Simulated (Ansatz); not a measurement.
The same path of BClF2H2 (6 atoms, charge 0, multiplicity 1) was run twice with different band settings. Lost on the way: B1–Cl2, F5–H6. Made: Cl2–H6.

Computed with Ansatz 0.2.0, RKS LDA/def2-SVP.

Relaxed end points:

```xyz
6
Properties=species:S:1:pos:R:3
B 0.002 0.065 0.121
Cl 0.005 -0.368 1.926
F 1.152 -0.143 -0.489
H -1.054 -0.078 -0.460
F 0.049 1.766 0.484
H 0.089 1.487 1.435
```

```xyz
6
Properties=species:S:1:pos:R:3
B 0.011 0.389 -0.321
Cl -0.004 -0.130 2.358
F 1.152 -0.186 -0.614
H -1.051 -0.157 -0.531
F 0.059 1.668 0.037
H 0.074 1.145 2.088
```

Common settings: movable images 5; climbing image yes; optimiser quadratic models (default); start path through a guess of the saddle point; force threshold 0.05 eV/Å; iteration limit 60; end points relaxed.

| run | spring |
| --- | --- |
| 1 | 5.0 eV/Å² |
| 2 | 50.0 eV/Å² |

What does each run give, and how far can it be trusted?

Run 1: converged after 10 iterations, highest image 0.037 eV above the first end. A vibrational analysis at the climbing image gives one clearly imaginary mode, 450i cm⁻¹: a first-order saddle point.
Run 2: converged after 15 iterations, highest image 0.037 eV above the first end. Another band between the same ends (5 images) ends at a top of the same energy, where a vibrational analysis finds 1 clearly imaginary mode.
The orbitals stay closed-shell, which can raise the energy where a bond breaks towards radicals; this wasn't checked here.
